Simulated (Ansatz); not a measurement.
Reaction (isomerisation): `CC1(O)[SiH2][SiH2]1` → `C=C[SiH2]O[SiH3]`

Computed with Ansatz on PBE0-D4/def2-TZVP structures; ΔE is electronic, products minus reactants. CCSD(T)/CBS adds triple-zeta CCSD(T) − MP2 to the extrapolated MP2 energy (def2 sets, frozen cores). Functionals use def2-TZVPP. One conformer a species, not always the lowest.

`CC1(O)[SiH2][SiH2]1`:

Z-matrix (Å, degrees):
```
C
C 1 1.510
H 1 1.096 2 111.1
H 1 1.094 2 111.5 3 119.5
H 1 1.094 2 110.6 3 -120.3
O 2 1.415 1 113.9 3 63.8
Si 2 1.917 1 117.5 3 -161.3
Si 2 1.934 1 117.8 3 -78.4
H 6 0.963 2 108.2 1 -71.3
H 7 1.481 2 116.3 1 -137.6
H 7 1.484 2 115.8 1 0.3
H 8 1.485 2 117.6 1 0.7
H 8 1.483 2 114.9 1 138.3
```

`C=C[SiH2]O[SiH3]`:

Z-matrix (Å, degrees):
```
Si
C 1 1.853
O 1 1.636 2 109.7
H 1 1.486 2 110.6 3 119.4
H 1 1.490 2 110.0 3 -120.8
C 2 1.330 1 123.1 3 -0.7
H 2 1.090 1 118.6 3 179.2
Si 3 1.633 1 145.9 2 -94.5
H 6 1.086 2 122.3 1 179.8
H 6 1.086 2 121.6 1 -0.4
H 8 1.486 3 109.5 1 104.6
H 8 1.484 3 109.0 1 -136.0
H 8 1.487 3 110.4 1 -15.6
```

```tsv
level	ΔE (kJ/mol)
r2SCANh-D4	-315.8
B2PLYP	-346.3
```

Q: What does CCSD(T)/CBS give? (Estimate.)

A: Computed: -337.3 kJ/mol. The listed levels differ from it by 21.5, -9.0 kJ/mol.

Q: What do rigid-rotor, harmonic-oscillator terms from PBE0-D4/def2-TZVP frequencies (298.15 K, 1 bar) make of the CCSD(T)/CBS value? (An estimate is asked.)

A: Ansatz gave: ΔZPE = -4.3 kJ/mol, ΔH = -340.6 kJ/mol, ΔS = 33 J/(mol·K), ΔG = -350.5 kJ/mol. Modes under 50 cm⁻¹ make the entropy rough.

Largest T1 diagnostic among the species: 0.013.

At CCSD(T), def2-SVP lies +30.4 kJ/mol from the extrapolated value and def2-TZVPP +0.3 kJ/mol. The D4 term adds +3.8 kJ/mol with B3LYP and +1.7 kJ/mol with PBE0; it sums over pairs of atoms, weighted by their polarisabilities, and B3LYP, whose exchange is more repulsive, gets the larger term. From PBE to PBE0 (25 % exact exchange), in def2-TZVPP and without D4, ΔE moves by −17.4 kJ/mol.

B3LYP here is the variant with VWN-RPA as its local correlation; programs differ in this.
